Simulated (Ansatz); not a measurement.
Input file for Ansatz (a quantum-chemistry and plane-wave program): R-CCSD(T)/cc-pVDZ on BrGeH2N (SMILES [NH2][Ge][Br]), a point of a torsion scan. The run froze 29 orbitals, filled d shells among them.

Ansatz 0.2 input:
```yaml
crystal:
  periodic: [false, false, false]
  atoms:
    - {symbol: N, position_ang: [-0.78140582, -0.08855585, -0.09023447]}
    - {symbol: Ge, position_ang: [0.84960422, -0.74510672, -0.55607801]}
    - {symbol: Br, position_ang: [0.95159737, -2.41014220, 1.11995020]}
    - {symbol: H, position_ang: [-1.03999726, 0.87474169, -0.24059577]}
    - {symbol: H, position_ang: [-1.39308374, -0.47608152, 0.61699709]}
basis:
  gaussian:
    orbitals: cc-pVDZ
magnetization: {spin_polarized: false}
correlation: {method: ccsd_t, electrons: outside_noble_gas}
scf: {lower_state_search: off}
```

Task: Give the final energy of this run.

Result: -4703.8015 hartree (reference determinant -4703.3981, T1 diagnostic 0.017).
